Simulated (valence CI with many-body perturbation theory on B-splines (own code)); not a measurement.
**E1 transitions of Sm56+**

Level of theory: relativistic CI+MBPT: four valence electrons over a frozen Dirac-Fock core [He], a basis of 11 s, 11 p, 10 d, 8 f, 5 g, 2 h functions for each j, with the one-electron correlation potential Σ1 (screened to all orders), the two-electron term Σ2, the three-electron term Σ3, Breit, model QED; selected single and double excitations, second order for the rest, scaled by the run's own slope (own B-spline code, finite nucleus).

No measured spectrum was set against this ion. As an estimate, large intervals hold to a few tenths of a per cent, small ones and those within an open d or f shell to about a per cent. Among the levels kept, up to 900 cm⁻¹ of a level comes from second order outside the variational space, and about a tenth of that is noise between levels of different J, which matters for small intervals.

Lines 201 to 250 of 552 in falling wavelength, among levels below 72717 × 10³ cm⁻¹, chosen from the strongest by gf and those to the six lowest levels. Wavelengths and rates use the calculated energies. Electric multipoles are in the length gauge with retardation, E1 and E2 with the static RPA response of the core. Weak lines are less certain than strong ones. Lines between different terms over intervals too small for the method are left out, as are lines whose strength nearly cancels. The highest levels of a list are the least certain.

Levels are named by their leading jj configuration (3d3/2^4 stands for four electrons in 3d with j = 3/2), which in mixed levels can hold well under half, so a name can repeat and another be missing. Letters in brackets count levels of one name in rising energy.

| λ vac (Å) | Upper | Lower | A (s⁻¹) | S (a.u.) |
| --- | --- | --- | --- | --- |
| 13.75 | (2s 2p1/2 2p3/2 3d3/2) J=2 [d] | (2s^2 2p1/2 3d3/2) J=1 | 1.57e+12 | 1.01e-02 |
| 13.74 | (2s 2p1/2 2p3/2 3p1/2) J=1 [c] | (2s^2 2p1/2 3p1/2) J=0 | 2.35e+12 | 9.03e-03 |
| 13.73 | (2s 2p1/2 2p3/2 3d5/2) J=3 [d] | (2s^2 2p1/2 3d5/2) J=3 | 2.23e+12 | 1.99e-02 |
| 13.72 | (2p1/2^2 2p3/2 3d3/2) J=2 | (2s 2p1/2^2 3d3/2) J=2 | 8.25e+11 | 5.25e-03 |
| 13.71 | (2s 2p1/2 2p3/2 3s) J=2 [c] | (2s^2 2p1/2 3s) J=1 | 1.95e+12 | 1.24e-02 |
| 13.70 | (2s 2p1/2 2p3/2 3d5/2) J=2 [c] | (2s^2 2p1/2 3d5/2) J=2 | 1.82e+12 | 1.15e-02 |
| 13.70 | (2s 2p1/2 2p3/2 3d5/2) J=2 [d] | (2s^2 2p1/2 3d5/2) J=3 | 2.06e+12 | 1.31e-02 |
| 13.69 | (2s 2p3/2^2 3d3/2) J=2 [b] | (2s^2 2p3/2 3d3/2) J=1 | 9.97e+11 | 6.31e-03 |
| 13.68 | (2s 2p1/2 2p3/2 3s) J=1 [c] | (2s^2 2p1/2 3s) J=0 | 2.24e+12 | 8.49e-03 |
| 13.68 | (2s 2p1/2 2p3/2 3d5/2) J=1 [c] | (2s^2 2p1/2 3d5/2) J=2 | 2.36e+12 | 8.94e-03 |
| 13.68 | (2p1/2 2p3/2^2 3s) J=2 [b] | (2s 2p1/2 2p3/2 3s) J=2 [b] | 7.73e+11 | 4.88e-03 |
| 13.67 | (2s 2p1/2 2p3/2 3p3/2) J=1 [c] | (2s^2 2p1/2 3p3/2) J=1 | 1.64e+12 | 6.22e-03 |
| 13.67 | (2p1/2 2p3/2^2 3s) J=0 | (2s 2p1/2 2p3/2 3s) J=1 [c] | 3.71e+12 | 4.68e-03 |
| 13.67 | (2s 2p1/2 2p3/2 3p3/2) J=2 [d] | (2s^2 2p1/2 3p3/2) J=2 | 1.76e+12 | 1.11e-02 |
| 13.66 | (2p1/2 2p3/2^2 3p1/2) J=0 | (2s 2p1/2 2p3/2 3p1/2) J=1 [c] | 3.75e+12 | 4.72e-03 |
| 13.65 | (2s 2p1/2 2p3/2 3d3/2) J=1 [c] | (2s^2 2p1/2 3d3/2) J=2 | 2.34e+12 | 8.79e-03 |
| 13.64 | (2p1/2^2 2p3/2 3d3/2) J=2 | (2s 2p1/2^2 3d3/2) J=1 | 7.57e+11 | 4.73e-03 |
| 13.63 | (2p1/2^2 2p3/2 3d5/2) J=3 | (2s 2p1/2^2 3d5/2) J=2 | 6.85e+11 | 6.00e-03 |
| 13.63 | (2s 2p3/2^2 3s) J=1 [b] | (2s^2 2p3/2 3s) J=1 | 3.46e+12 | 1.30e-02 |
| 13.63 | (2s 2p3/2^2 3d5/2) J=3 [c] | (2s^2 2p3/2 3d5/2) J=2 | 9.89e+11 | 8.65e-03 |
| 13.62 | (2p1/2^2 2p3/2 3d3/2) J=3 | (2s 2p1/2^2 3d3/2) J=2 | 1.41e+12 | 1.23e-02 |
| 13.62 | (2s 2p3/2^2 3s) J=1 [a] | (2s^2 2p3/2 3s) J=2 | 2.03e+12 | 7.57e-03 |
| 13.61 | (2s 2p3/2^2 3d3/2) J=1 [c] | (2s^2 2p3/2 3d3/2) J=0 | 1.26e+12 | 4.72e-03 |
| 13.60 | (2s 2p3/2^2 3p1/2) J=1 [b] | (2s^2 2p3/2 3p1/2) J=2 | 2.19e+12 | 8.16e-03 |
| 13.60 | (2s 2p3/2^2 3d3/2) J=1 [b] | (2s^2 2p3/2 3d3/2) J=2 | 2.62e+12 | 9.77e-03 |
| 13.60 | (2s 2p3/2^2 3d3/2) J=3 [b] | (2s^2 2p3/2 3d3/2) J=3 | 2.61e+12 | 2.27e-02 |
| 13.59 | (2s 2p3/2^2 3p3/2) J=2 [b] | (2s^2 2p3/2 3p3/2) J=3 | 2.60e+12 | 1.61e-02 |
| 13.59 | (2p1/2 2p3/2^2 3p3/2) J=2 [c] | (2s 2p1/2 2p3/2 3p3/2) J=3 [c] | 1.47e+12 | 9.10e-03 |
| 13.59 | (2s 2p1/2 2p3/2 3p3/2) J=1 [d] | (2s^2 2p1/2 3p3/2) J=2 | 1.71e+12 | 6.35e-03 |
| 13.59 | (2s 2p3/2^2 3d5/2) J=4 [b] | (2s^2 2p3/2 3d5/2) J=4 | 2.59e+12 | 2.88e-02 |
| 13.58 | (2s 2p3/2^2 3p3/2) J=3 [b] | (2s^2 2p3/2 3p3/2) J=3 | 2.82e+12 | 2.44e-02 |
| 13.58 | (2s 2p3/2^2 3p1/2) J=2 [b] | (2s^2 2p3/2 3p1/2) J=2 | 3.36e+12 | 2.07e-02 |
| 13.57 | (2s 2p3/2^2 3p1/2) J=1 [a] | (2s^2 2p3/2 3p1/2) J=1 | 3.42e+12 | 1.27e-02 |
| 13.55 | (2s 2p3/2^2 3d5/2) J=3 [b] | (2s^2 2p3/2 3d5/2) J=4 | 2.68e+12 | 2.31e-02 |
| 13.54 | (2s 2p3/2^2 3d3/2) J=2 [c] | (2s^2 2p3/2 3d3/2) J=3 | 2.11e+12 | 1.29e-02 |
| 13.54 | (2s 2p3/2^2 3d3/2) J=2 [b] | (2s^2 2p3/2 3d3/2) J=2 | 1.55e+12 | 9.51e-03 |
| 13.52 | (2s 2p3/2^2 3d5/2) J=2 [b] | (2s^2 2p3/2 3d5/2) J=2 | 7.42e+11 | 4.53e-03 |
| 13.51 | (2s 2p1/2 2p3/2^2) J=0 | (2s^2 2p1/2 2p3/2) J=1 | 2.02e+12 | 2.45e-03 |
| 13.50 | (2p1/2^2 2p3/2 3p1/2) J=2 | (2s 2p1/2^2 3p1/2) J=1 | 1.15e+12 | 6.99e-03 |
| 13.49 | (2s 2p1/2 2p3/2^2) J=1 [a] | (2s^2 2p1/2 2p3/2) J=2 | 2.15e+11 | 7.81e-04 |
| 13.49 | (2p1/2 2p3/2^2 3d5/2) J=3 | (2s 2p1/2 2p3/2 3d5/2) J=2 [a] | 5.67e+11 | 4.81e-03 |
| 13.49 | (2s 2p3/2^2 3s) J=2 [b] | (2s^2 2p3/2 3s) J=2 | 3.19e+12 | 1.93e-02 |
| 13.49 | (2p1/2^2 2p3/2 3d3/2) J=1 | (2s 2p1/2^2 3d3/2) J=1 | 1.48e+12 | 5.38e-03 |
| 13.49 | (2s 2p3/2^2 3d5/2) J=2 [c] | (2s^2 2p3/2 3d5/2) J=3 | 2.55e+12 | 1.54e-02 |
| 13.48 | (2p1/2^2 2p3/2 3d5/2) J=1 | (2s 2p1/2^2 3d5/2) J=2 | 1.78e+12 | 6.45e-03 |
| 13.48 | (2p1/2 2p3/2^2 3d3/2) J=4 | (2s 2p1/2 2p3/2 3d3/2) J=4 | 1.19e+12 | 1.30e-02 |
| 13.48 | (2s 2p3/2^2 3d5/2) J=1 [b] | (2s^2 2p3/2 3d5/2) J=2 | 2.34e+12 | 8.47e-03 |
| 13.46 | (2p1/2 2p3/2^2 3p3/2) J=4 | (2s 2p1/2 2p3/2 3p3/2) J=4 | 1.47e+12 | 1.59e-02 |
| 13.44 | (2s 2p3/2^2 3p3/2) J=1 [c] | (2s^2 2p3/2 3p3/2) J=2 | 2.53e+12 | 9.10e-03 |
| 13.43 | (2p1/2 2p3/2^2 3p1/2) J=3 | (2s 2p1/2 2p3/2 3p1/2) J=3 | 1.34e+12 | 1.12e-02 |
